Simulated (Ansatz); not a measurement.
Born–Oppenheimer molecular dynamics of C3H8OSSi (14 atoms, charge 0, multiplicity 1). It goes on from the last frame of an earlier run, with new velocities.

Computed with UKS PBE0-D4/STO-3G (Ansatz).

```yaml
ensemble: NVE (velocity Verlet)
time_step: 0.5 fs
steps_asked: 178
starting_velocities_drawn_for: 500 K
seed: 280603
```

First frame:

```xyz
14
Properties=species:S:1:pos:R:3
C -2.705 0.664 -0.361
C -1.399 0.968 -0.163
S -0.778 2.650 0.095
O -0.566 -0.186 0.169
C 0.885 -0.389 -0.315
Si 2.067 -1.625 0.509
H -2.830 -0.387 -0.256
H -3.611 1.310 -0.444
H 0.365 2.357 -0.478
H 1.425 0.623 0.039
H 1.035 -0.510 -1.468
H 1.315 -2.171 1.675
H 3.290 -1.069 1.302
H 2.578 -2.666 -0.445
```

(1) How far do the bonds stretch over the last three quarters of this one trajectory? (Pairs bonded in most of those frames.)

Results:

(1) 
```tsv
bond	mean (Å)	spread (Å)	shortest	longest
C1–C2	1.349	0.028	1.30	1.40
C1–H7	1.097	0.019	1.06	1.13
C1–H8	1.093	0.020	1.06	1.13
C2–S3	1.793	0.071	1.67	1.91
C2–O4	1.415	0.047	1.35	1.49
S3–H9	1.369	0.065	1.26	1.47
O4–C5	1.465	0.037	1.38	1.51
C5–Si6	1.880	0.063	1.76	1.99
C5–H10	1.108	0.042	1.03	1.19
C5–H11	1.117	0.055	1.03	1.21
Si6–H12	1.453	0.036	1.39	1.51
Si6–H13	1.463	0.075	1.34	1.57
Si6–H14	1.455	0.058	1.36	1.55
```

Mean temperature of the second half: 810 K. The conserved energy stayed within 0.61 meV per atom of its start (net change -0.28 meV per atom), so the integration is sound. The kinetic energy rose, since the run started high on the potential surface and went downhill. A run of 0.089 ps of so small a system gives no equilibrium averages. Limits of this set-up: minimal basis.

The run took 14 min on 1 thread of Arm Neoverse V2 (shared host), peak memory 0.16 GiB.
